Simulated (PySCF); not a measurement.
**C₆ coefficients of unlike pairs at TPSSh**

Calculated with PySCF 2.14 from the dipole response of each species, C₆(A,B) = (3/π) ∫ α_A(iu) α_B(iu) du, in atomic units, from isotropic polarisabilities. For ions this is the dispersion term alone; charge-induced terms of lower order in 1/R come first.

| species | configuration | basis | relativity | α (bohr³) | C₆ (like pair) |
| --- | --- | --- | --- | --- | --- |
| Ru⁺ | [Kr] 4d7 (4F) | aug-cc-pVTZ-PP with ECP28MDF (6s6p5d3f2g) | core potential | 15.84 | 102.0 |
| Ga | [Ar] 3d10 4s2 4p1 (2P) | aug-cc-pVQZ-PP with one added diffuse shell each of s, p, d, f, g type with ECP10MDF (8s7p6d4f3g) | core potential | 59.65 | 510.7 |
| O³⁺ | [He] 2s2 2p1 (2P) | x2c-TZVPPall with one added diffuse shell each of s, p, d type (6s4p3d1f) | spin-free X2C | 1.369 | 1.297 |

(1) Estimate C₆ for Ga with Ru⁺.

No spin-orbit coupling is included.

The other pairs:

```
    pair     C₆
 O³⁺, Ga  20.67
O³⁺, Ru⁺  11.32
```

## Answers

(1) The integral gives 204.0. The combination rule 2 C_A C_B / (C_A α_B/α_A + C_B α_A/α_B) gives 200.5 and the geometric mean 228.3.
